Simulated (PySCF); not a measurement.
Species: C4H6O2Si.
Atom-mapped SMILES: `[CH:1]#[C:2][Si@H:3]1[CH2:4][O:5][CH2:6][O:7]1` (hydrogens: H8 on C1; H9 on Si3; H10, H11 on C4; H12, H13 on C6)

The calculation used B3LYP/6-31+G* geometry optimisation, gas phase in PySCF 2.14.0.

Q: Give the optimised bond lengths and angles.

A: 
| bond | length (Å) |
| --- | --- |
| C1≡C2 | 1.217 |
| C2–Si3 | 1.828 |
| Si3–C4 | 1.911 |
| C4–O5 | 1.444 |
| O5–C6 | 1.414 |
| C6–O7 | 1.426 |
| Si3–O7 | 1.681 |
| C1–H8 | 1.069 |
| Si3–H9 | 1.478 |
| C4–H10 | 1.101 |
| C4–H11 | 1.092 |
| C6–H12 | 1.092 |
| C6–H13 | 1.102 |

A selection of angles:
| angle | degrees |
| --- | --- |
| C2–C1–H8 | 179.5 |
| C1–C2–Si3 | 177.9 |
| C2–Si3–C4 | 113.5 |
| C2–Si3–O7 | 113.0 |
| C2–Si3–H9 | 108.8 |
| C4–Si3–O7 | 92.8 |
| C4–Si3–H9 | 117.4 |
| O7–Si3–H9 | 110.7 |
| Si3–C4–O5 | 101.0 |
| Si3–C4–H10 | 112.5 |
| Si3–C4–H11 | 116.7 |
| O5–C4–H10 | 110.5 |
| O5–C4–H11 | 106.9 |
| H10–C4–H11 | 108.7 |
| C4–O5–C6 | 110.1 |
| O5–C6–O7 | 110.2 |
| O5–C6–H12 | 107.2 |
| O5–C6–H13 | 110.6 |
| O7–C6–H12 | 109.2 |
| O7–C6–H13 | 108.9 |
| H12–C6–H13 | 110.8 |
| Si3–O7–C6 | 110.3 |

Torsions: C2–Si3–C4–O5 134° (anticlinal); Si3–C4–O5–C6 -36° (synclinal); C4–O5–C6–O7 44° (synclinal); O5–C6–O7–Si3 -29° (synperiplanar); C2–Si3–O7–C6 -111° (anticlinal).

The 5-membered ring Si3–C4–O5–C6–O7 has internal angles of 92.8° to 110.3°; it is puckered, 0.16 Å rms from its mean plane, widest ring torsion 44°. O5 (cyclic ether oxygen) is bent (angle 110.1°). The 3 C–O bonds span 1.414 Å (O5–C6, drawn single) to 1.444 Å (C4–O5, drawn single), a spread of 0.030 Å. The 2 C–Si bonds span 1.828 Å (C2–Si3, drawn single) to 1.911 Å (Si3–C4, drawn single), a spread of 0.083 Å. Si3 (oxygen-bound silicon) has angles from 92.8° to 117.4°.

Point group: C1 (no symmetry element, even within 0.4 Å). Whether it is a minimum is left open (no frequencies). The numbers are those of one conformer.

Hardware: Arm Neoverse N1, one thread, shared host with 64 logical CPUs at a one-minute load of 54. Cost: 72 s of wall time, 0.66 GiB resident at most. This is the geometry optimisation.
